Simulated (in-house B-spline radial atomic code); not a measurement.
Relativistic effects in the molybdenum ion Mo³⁹⁺, [He] 2s1: non-relativistic Hartree-Fock (point nucleus) against Dirac-Hartree-Fock (Fermi nucleus of rms radius 4.4091 fm), both averages of the configuration, computed with an all-electron radial atomic-structure program (B-spline basis).

```
orbital  ε NR (Eh)  ε Dirac (Eh)  <r> NR (bohr)  <r> Dirac (bohr)  change of <r> (%)
  1s1/2    -847.81       -868.24        0.03605           0.03492               -3.2
  2s1/2    -204.04             ?         0.1472                 ?                  ?
```

**Question.** What happens to 2s1/2?

**Answer.** Its energy goes to -210.14 hartree and <r> to 0.1423 bohr (-3.36 %).

**Question.** What explains the pattern of contraction and expansion?

**Answer.** The s and p1/2 orbitals contract directly, as their density near the nucleus moves at relativistic speed. Nothing expands appreciably in this ion.

**Question.** By how much does the total energy change?

**Answer.** By -48.586 hartree, from -1941.898 to -1990.484.
